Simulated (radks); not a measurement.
Problem. Pb48+, 34 electrons, occupied as [Ar] 3d10 4s2 4p4. All-electron calculation, scalar-relativistic Kohn-Sham, PBEsol, spin-polarised, spherical densities, finite nucleus; open shells are filled with parallel spins first (spin-orbit coupling, left out, can overturn this in heavy ions); Fermi nuclear charge, rms radius 5.5012 fm. Program: a radial shooting solver on a logarithmic mesh with Libxc functionals. Some entries of the table are withheld. Estimate them.

orbital,occ.,eigenvalue (Ry),<1/r> (bohr^-1)
1s up,1,-6655.009,101.2
1s down,1,-6654.827,101.2
2s up,1,-1340.156,23.81
2s down,1,-1340.052,23.81
2p up,3,-1176.371,20.93
2p down,3,-1176.219,20.93
3s up,1,-452.8042,8.964
3s down,1,-452.6493,8.964
3p up,3,-405.5183,8.134
3p down,3,-405.3431,8.135
3d up,5,-358.8527,7.634
3d down,5,-358.6896,7.635
4s up,1,-215.8766,4.360
4s down,1,-215.1305,4.362
4p up,3,(1),4.036
4p down,1,(2),4.036

Solution. 
(1) 4p up eigenvalue (Ry): -198.1420
(2) 4p down eigenvalue (Ry): -197.3976
